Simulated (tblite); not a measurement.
Species: C8H15B.
Structure used (GFN2-xTB), in Å, numbered top down from 1:
```
atom  x, y, z in Å
B1    -1.3731   -1.1146    0.6116
C2    -2.7812   -0.7099    0.0397
C3    -2.6257    0.7533   -0.4070
C4    -1.1577    0.8881   -0.8093
C5    -0.3785    0.0534    0.2275
C6     1.0271   -0.3038   -0.2407
C7     1.9666   -0.9611    0.7877
C8     3.0661    0.0430    0.4096
C9     2.0349    0.8546   -0.3875
H10   -1.1107   -2.0900    1.1956
H11   -3.6426   -0.8480    0.6936
H12   -2.9738   -1.3354   -0.8387
H13   -3.3021    1.0245   -1.2185
H14   -2.8332    1.4126    0.4386
H15   -1.0087    0.4535   -1.8004
H16   -0.8315    1.9278   -0.8443
H17   -0.2733    0.6689    1.1335
H18    0.9616   -0.8920   -1.1590
H19    1.6124   -0.8393    1.8093
H20    2.1992   -2.0106    0.6214
H21    3.8391   -0.3925   -0.2206
H22    3.5430    0.5625    1.2389
H23    1.7144    1.7559    0.1317
H24    2.3161    1.1189   -1.4050
```

Level: GFN2-xTB in tblite, geometry and Hessian alike; calculated harmonic values, unscaled, isolated species. This tight-binding method is rough: wavenumbers can miss measured ones by several per cent, in bad cases by 10 to 20. Modes of hydrogen on boron can be 10 to 20 % off. One conformer, not necessarily the lowest.

Harmonic wavenumbers (cm⁻¹): 64.3, 73.1, 103.5, 146.5, 214.7, 311.1, 326.0, 400.5, 494.8, 543.2, 620.0, 698.9, 767.4, 808.7, 818.0, 831.7, 863.5, 885.6, 934.5, 952.4, 972.9, 993.9, 1016.7, 1034.3, 1038.2, 1059.6, 1069.0, 1089.3, 1112.1, 1126.7, 1162.2, 1179.0, 1187.2, 1193.8, 1205.4, 1226.8, 1240.8, 1253.2, 1255.5, 1262.0, 1264.2, 1269.1, 1313.6, 1323.1, 1341.7, 1450.7, 1477.3, 1479.8, 1496.3, 1498.3, 1505.9, 2674.0, 2868.6, 2933.3, 2949.8, 2961.2, 2975.3, 2985.2, 2989.6, 2992.5, 2996.0, 3001.4, 3008.2, 3013.6, 3017.5, 3018.5.

A = 4111, B = 925.5, C = 798.8 MHz; mass 122.127 u (most abundant isotopes); point group C1, symmetry number 1.

Task: Zero-point energy?

Result: ½Σν̃ = 46671 cm⁻¹ = 558.31 kJ/mol.

Task: Entropy at 298.15 K, 1 bar (ideal gas, RRHO, classical rotation)?

Result: Translation 168.78, rotation 121.54, vibration 103.68: S = 394.0 J/(mol K).

Task: And Cp and H(298.15 K) − H(0)?

Result: Cp = 156.91 J/(mol K), of which vibrations give 123.66 (their classical limit is 66 R = 548.8); H(298.15 K) − H(0) = 26.63 kJ/mol without the zero-point energy, 16.72 from vibrations.

Task: What must be added to the electronic energy to get the Gibbs energy at 298.15 K and 1 bar?

Result: ZPE + [H(298.15 K) − H(0)] − T·S = 558.31 + 26.63 − 117.47 = 467.47 kJ/mol.

Task: Which modes carry the vibrational entropy at 298.15 K?

Result: 64.3 cm⁻¹: 18.08; 73.1 cm⁻¹: 17.02; 103.5 cm⁻¹: 14.17; 146.5 cm⁻¹: 11.37; 214.7 cm⁻¹: 8.38; 311.1 cm⁻¹: 5.68 J/(mol K); the other 60 give 28.98 together.

Hindered rotation and anharmonicity are outside this model. Other conformers, if any are populated, would add a mixing term that is left out. The structure is chiral; the term R ln 2 for an equal mix with its mirror image is left out.

Time: 1.0 s. Hardware: an Arm Neoverse V1 with one thread, shared host with 32 logical CPUs at a one-minute load of 10. The figure is for the frequency step alone.
